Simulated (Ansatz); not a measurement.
C₄H₉AuO (`CC(C)(C)[O][Au]`) at its PBE0-D4/def2-TZVP geometry, where that method's forces vanish. The species carries charge 0 and has multiplicity 1. Au takes the def2 core potential.

```xyz
15

C    -1.3217   -0.5217   -0.1482
C     0.0156    0.2038   -0.0882
C     0.1627    0.9207    1.2567
C     1.1672   -0.7722   -0.2870
O     0.0698    1.2588   -1.0208
Au   -0.0845    0.7778   -2.9220
H    -2.1420    0.1900   -0.0368
H    -1.4017   -1.2767    0.6380
H    -1.4317   -1.0235   -1.1153
H     1.1107    1.4595    1.2928
H     0.1355    0.1976    2.0751
H    -0.6494    1.6367    1.3908
H     2.1198   -0.2391   -0.2745
H     1.1817   -1.5367    0.4941
H     1.0681   -1.2752   -1.2546
```

Q: What forces (eV/Å) does PBE-D4/def2-TZVPP give on these atoms in Ansatz? (Estimate.)

A: Computed: 
```
C1  -0.091 -0.037  0.029
C2  -0.042 -0.419  0.010
C3   0.022  0.181  0.061
C4   0.085 -0.055  0.019
O5   0.053  0.544 -0.037
Au6 -0.019 -0.065 -0.229
H7  -0.170  0.128  0.022
H8  -0.025 -0.150  0.155
H9  -0.015 -0.083 -0.186
H10  0.186  0.109  0.026
H11 -0.009 -0.153  0.113
H12 -0.157  0.144  0.046
H13  0.193  0.092  0.002
H14  0.011 -0.154  0.154
H15 -0.023 -0.082 -0.185
```
